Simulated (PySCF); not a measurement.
Species: C3H14OSi3.
Numbering: `[CH3:1][CH2:2][C@H:3]([SiH3:4])[SiH2:5][O:6][SiH3:7]` (hydrogens: H8, H9, H10 on C1; H11, H12 on C2; H13 on C3; H14, H15, H16 on Si4; H17, H18 on Si5; H19, H20, H21 on Si7)

Cartesian coordinates in Å at the PBE0-D3(BJ)/def2-SVP level; atoms count from 1:
```xyz
21
C3H14OSi3 angstrom
C     -3.1552    1.1467   -0.7663
C     -2.2802    0.0795   -1.4099
C     -1.0085   -0.2784   -0.6150
Si    -1.3523   -1.0836    1.0628
Si     0.2095    1.1494   -0.4742
O      1.6612    0.5818    0.0755
Si     2.9822   -0.3586    0.3638
H     -4.0519    1.3390   -1.3741
H     -2.6231    2.1051   -0.6538
H     -3.4959    0.8455    0.2375
H     -2.8812   -0.8340   -1.5616
H     -1.9899    0.4130   -2.4219
H     -0.4470   -1.0486   -1.1790
H     -2.4153   -2.1284    0.9137
H     -1.8165   -0.0886    2.0788
H     -0.1114   -1.7306    1.5863
H     -0.2567    2.1950    0.4843
H      0.3971    1.7771   -1.8204
H      3.6336    0.0826    1.6309
H      3.9562   -0.2283   -0.7610
H      2.5810   -1.7926    0.4906
```

Theory: core-valence-separated Tamm–Dancoff BHandHLYP/aug-pcX-1 (pcseg-1 on H, def2-SVPD on Si) in PySCF, non-relativistic, gas phase, PBE0-D3(BJ)/def2-SVP geometry.

Computed carbon K-edge spectrum, Gaussian lines of 0.4 eV full width, highest printed point 100; it ends one width below the last computed root. BHandHLYP without relativity tends to put these K edges a few eV too low, so spacings mean more than positions.

(photon energy (eV), absorption): (284.6, 0), (284.7, 1), (284.8, 3), (284.9, 8), (285.0, 16), (285.1, 22), (285.2, 23), (285.3, 20), (285.4, 16), (285.5, 16), (285.6, 25), (285.7, 39), (285.8, 53), (285.9, 65), (286.0, 74), (286.1, 83), (286.2, 91), (286.3, 97), (286.4, 100), (286.5, 92), (286.6, 71)

**Question.** Where are the maxima, and which lines make them up?

**Answer.** 2 maxima:
- 285.2 eV: C3 (sp3 carbon bound to silicon), 285.12 eV, f = 0.016, 74 % of the height at the exact maximum; C1 (methyl carbon), 285.31 eV, f = 0.008, 26 % of the height at the exact maximum
- 286.4 eV: C2 (chain CH2 carbon), 286.38 eV, f = 0.021, 23 % of the height at the exact maximum; C3 (sp3 carbon bound to silicon), 286.50 eV, f = 0.023, 20 % of the height at the exact maximum; C3 (sp3 carbon bound to silicon), 286.39 eV, f = 0.016, 18 % of the height at the exact maximum; C1 (methyl carbon), 286.18 eV, f = 0.027, 15 % of the height at the exact maximum

Further lines of some strength in the range: C2, 285.72 eV, f = 0.011; C3, 285.85 eV, f = 0.029; C1, 286.08 eV, f = 0.028; C2, 286.52 eV, f = 0.007; C1, 286.53 eV, f = 0.013.

Roots within 0.03 eV on the same or equivalent atoms count as one line; shares under 12 % aren't listed.

Vibrational structure and lifetime widths aren't in the curve. The ionisation threshold wasn't computed; near and above it a finite basis only mimics Rydberg series and continuum.

One conformer stands for the species.
